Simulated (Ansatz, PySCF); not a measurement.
W (SMILES [W]), quintet (typed; the unrestricted solution is spin-contaminated) (core potentials on W). Base run: PySCF with PBE0/def2-SVPD.

The PySCF input:
```python
from pyscf import gto, scf, dft

mol = gto.Mole()
mol.atom = '''
    W     0.000000    0.000000    0.000000
'''
mol.basis = 'def2-svpd'
mol.ecp = {'W': 'def2-svpd'}
mol.charge = 0
mol.spin = 4
mol.verbose = 4
mol.build()

mf = dft.UKS(mol)
mf.xc = 'pbe0'
mf.kernel()
```

The same geometry, method and basis name were run in Ansatz (a first-principles code) and PySCF, at each program's defaults and at the settings that a row names. The base is PySCF at its defaults. Differences at the defaults can come from grids, fitting, cores and function types together. The rows with settings made alike still differ; the cause (another SCF solution, basis table, core potential or functional code) wasn't traced.

```csv
code and settings,ΔE vs base (mEh),basis functions,E (Eh),SCF cycles,outcome
"PySCF, defaults (exact integrals, its default grid, spherical functions)",0.000,35,-66.90482,13,converged
"Ansatz, defaults (factorised integrals, its default grid, spherical functions)",0.000,35,-66.90482,-,converged
"PySCF, density fitting with def2-universal-jkfit",5.057,35,-66.89976,15,another SCF solution
"PySCF, fine grid",5.061,35,-66.89976,14,another SCF solution
"Ansatz, high accuracy",0.000,35,-66.90482,-,converged
```

A guess, shift, damping, solver or small numerical setting can't move a converged solution much, so rows marked as another SCF solution ended in a different state.

Open shells are given as the SCF converged; they aren't shown to be the lowest states, and a large step between rows can be another state.
